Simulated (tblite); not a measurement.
Species: C3H7GaSSi.
Atom-mapped SMILES: `[CH:1]#[C:2][CH2:3][GaH:4][S:5][SiH3:6]` (hydrogens: H7 on C1; H8, H9 on C3; H10 on Ga4; H11, H12, H13 on Si6)

Computed with GFN2-xTB (tblite), gas phase: L-BFGS steps from a force-field or distance-geometry start until the largest atomic force falls under 0.01 eV/Å.

Step 43: E = -438.8457 eV
```
atom  x, y, z in Å  |  force x, y, z in eV/Å
C1      3.5327    0.5838    0.4666   -0.209  -0.168  -0.122
C2      2.7599   -0.2093   -0.0058    0.230   0.094   0.007
C3      1.7567   -1.0683   -0.5826   -0.221   0.150   0.037
Ga4     0.0147    0.0354   -0.3276   -0.084  -0.036  -0.005
S5     -1.7296   -0.2624   -1.7045   -0.027   0.029   0.137
Si6    -3.2733    0.3523   -0.3134    0.043  -0.145   0.248
H7      4.2352    1.2575    0.8615    0.005  -0.076   0.015
H8      1.8815   -1.1936   -1.6672    0.133   0.021   0.024
H9      1.7217   -2.0638   -0.1214    0.066   0.126   0.050
H10    -0.1097    1.2034    0.7588    0.060  -0.089  -0.029
H11    -4.3934   -0.4661   -0.7626    0.008   0.053   0.034
H12    -2.8877    0.0433    1.0943   -0.047   0.027  -0.327
H13    -3.5131    1.7883   -0.4363    0.044   0.014  -0.067
```

Step 44: E = -438.8541 eV
```
atom  x, y, z in Å  |  force x, y, z in eV/Å
C1      3.5669    0.5675    0.4641    0.098   0.203   0.094
C2      2.7783   -0.2082    0.0015   -0.122  -0.173  -0.227
C3      1.7662   -1.0495   -0.5881   -0.135   0.065   0.018
Ga4     0.0151    0.0471   -0.3460    0.002  -0.082   0.068
S5     -1.7526   -0.2915   -1.6703    0.046  -0.032  -0.064
Si6    -3.2940    0.3501   -0.3091   -0.064  -0.041   0.199
H7      4.2586    1.2502    0.8640    0.019  -0.114   0.011
H8      1.9198   -1.1997   -1.6658    0.091   0.110  -0.003
H9      1.7294   -2.0450   -0.1281   -0.005   0.094   0.118
H10    -0.1229    1.1925    0.7620    0.068  -0.066  -0.035
H11    -4.4216   -0.4435   -0.7701   -0.045  -0.014   0.016
H12    -2.9156    0.0469    1.0859   -0.010  -0.018  -0.122
H13    -3.5321    1.7836   -0.4402    0.059   0.068  -0.072
```

Task: Estimate the geometry and energy of step 45. (The exact step hangs on the optimiser's Hessian estimate; all steps are aligned on step 44, rigid shifts and turns removed.)

Result: E = -438.8593 eV, largest force 0.293 eV/Å
```
atom  x, y, z in Å  |  force x, y, z in eV/Å
C1      3.6063    0.5556    0.4654   -0.249  -0.116  -0.102
C2      2.7920   -0.2020    0.0051    0.228   0.178  -0.012
C3      1.7710   -1.0304   -0.5869   -0.061  -0.039  -0.017
Ga4     0.0044    0.0401   -0.3338    0.016  -0.075   0.054
S5     -1.7653   -0.3390   -1.6441    0.005  -0.013   0.004
Si6    -3.3163    0.3455   -0.3046   -0.038   0.069   0.061
H7      4.3116    1.2261    0.8635   -0.008  -0.130   0.002
H8      1.9291   -1.1644   -1.6689    0.042   0.119   0.051
H9      1.7497   -2.0387   -0.1455   -0.041   0.180   0.092
H10    -0.1447    1.2029    0.7562    0.069  -0.075  -0.030
H11    -4.4454   -0.4356   -0.7814   -0.058  -0.012   0.017
H12    -2.9711    0.0527    1.0964    0.020  -0.030  -0.068
H13    -3.5259    1.7876   -0.4616    0.076  -0.054  -0.051
```

The energy changes by -0.0051 eV. The first-order estimate −F·Δx gives -0.0089 eV and the mean of the old and new forces, exact on a quadratic surface, -0.0050 eV. The step makes an angle of 83° with the force vector and moves no atom by more than 0.058 Å.

What follows is the cost of the whole relaxation. Time: 0.87 s. Hardware: an Arm Neoverse V1 with one thread, no GPU, shared host with 32 logical CPUs at a one-minute load of 29.
